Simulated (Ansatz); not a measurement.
Reaction (formal exchange of groups at the Al–Cl bond): `[SiH3][AlH][Cl]` + `C[SiH3]` → `[SiH3][CH2][AlH][SiH3]` + HCl

Isolated molecules relaxed with PBE0-D4/def2-TZVP in Ansatz; ΔE leaves out vibrations. CBS: MP2 limit from def2 TZ/QZ plus the TZ coupled-cluster correction, frozen cores. This one scheme is used for every species. Functionals use def2-TZVPP. B3LYP here is the variant with VWN-RPA as its local correlation; programs differ in this. Each species was taken in one conformer, which may not be the lowest.

```tsv
level	ΔE (kJ/mol)	difference from CCSD(T)/CBS
PBE-D4	156.8	-5.0
r2SCAN-D4	165.4	3.6
PBE0-D4	160.0	-1.8
B3LYP-D4	164.8	3.0
ωB97X-V	164.4	2.6
ωB97M-V	162.8	1.0
B2PLYP	168.5	6.7
PBE	160.5	-1.3
r2SCAN	166.7	4.9
PBE0	163.4	1.6
B3LYP	170.6	8.8
HF/def2-TZVPP	183.0	21.2
MP2/def2-TZVPP	162.6	0.8
SCS-MP2/def2-TZVPP	164.3	2.5
CCSD/def2-TZVPP	161.9	0.1
CCSD(T)/def2-TZVPP	159.3	-2.5
HF/def2-QZVPP	182.7	20.9
MP2/def2-QZVPP	163.9	2.1
SCS-MP2/def2-QZVPP	165.9	4.1
HF/CBS(def2)	182.6	20.8
MP2/CBS(def2)	165.1	3.3
CCSD/CBS(def2)	164.4	2.6
CCSD(T)/CBS	161.8	0
```

Largest T1 diagnostic among the species: 0.012.

The D4 term adds −5.8 kJ/mol with B3LYP and −3.4 kJ/mol with PBE0; it sums over pairs of atoms, weighted by their polarisabilities, and B3LYP, whose exchange is more repulsive, gets the larger term. In def2-TZVPP, CCSD(T) changes the Hartree–Fock value by −23.6 kJ/mol (the triples alone add −2.6 kJ/mol) and MP2 by −20.4 kJ/mol.
